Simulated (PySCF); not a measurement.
Work out the structure from these simulated measurements.

Formula: C9H7F.

| Property | Result |
| --- | --- |
| 1H NMR | chemical shifts (computed TMS as zero) by class: 6.32 (1 H), 6.11 (1 H), 5.42 (1 H), 5.23 (1 H), 2.24 (3 H) ppm [GIAO PBE0/pcSseg-1] |
| NMR, other nuclei | isotropic shieldings of nuclei other than C and H, by class: 288 (1 F) ppm [GIAO PBE0/pcSseg-1] |
| Dipole | 2.64 D [PBE0/pcSseg-1] |
| Rotational structure | rotational constants A, B, C: 4.069, 0.460, 0.415 GHz [GFN2-xTB] |
| 13C NMR | chemical shifts (computed TMS as zero) by class: 172.5 (1 C), 133.5 (1 C), 129.3 (1 C), 102.1 (1 C), 90.1 (1 C), 88.1 (1 C), 74.3 (1 C), 71.6 (1 C), 5.9 (1 C) ppm [GIAO PBE0/pcSseg-1] |

Electronic properties: PySCF, gas phase, density fitting. Levels stand in brackets. One conformer (not necessarily the lowest) at the GFN2-xTB geometry, without solvent, vibrations or thermal averaging. GFN2-xTB frequencies show an imaginary mode (23i cm⁻¹), so this geometry is no minimum at that level. NMR values are class means; diastereotopic atoms form classes of their own.

Question: Give a SMILES that accounts for the data.

Answer: Numbering: `[CH2:1]=[C:2]([F:3])[C:4](=[CH2:5])[C:6]#[C:7][C:8]#[C:9][CH3:10]`. Its formula, C9H7F, gives 6 degrees of unsaturation: 0 rings and 6 π bonds in the structure found. 9 carbons fall into 9 classes; from least to most shielded: vinylic C–F carbon [C2] (172.5 ppm), terminal =CH2 carbon [C5] (133.5 ppm), fully substituted alkene carbon [C4] (129.3 ppm), terminal =CH2 carbon [C1] (102.1 ppm), alkyne carbon [C9] (90.1 ppm), alkyne carbon [C7] (88.1 ppm), alkyne carbon [C6] (74.3 ppm), alkyne carbon [C8] (71.6 ppm), propargylic carbon [C10] (5.9 ppm). Hydrogen classes from least to most shielded: 1 H on a terminal =CH2 carbon, C5 (6.32 ppm), 1 H on a terminal =CH2 carbon, C5 (6.11 ppm), 1 H on a terminal =CH2 carbon, C1 (5.42 ppm), 1 H on a terminal =CH2 carbon, C1 (5.23 ppm), 3 H on a propargylic carbon, C10 (2.24 ppm). The other shieldings belong to: 288 ppm, vinyl fluorine [F3]. By its constants the optimised geometry is an asymmetric top. Structure: `C=C(F)C(=C)C#CC#CC`. The assignments are read from this structure; whether some other isomer fits the data as well wasn't checked.

Shape of the structure used: `[CH2:1]=[C:2]([F:3])[C:4](=[CH2:5])[C:6]#[C:7][C:8]#[C:9][CH3:10]`: C1–C2–C4–C5 180°.
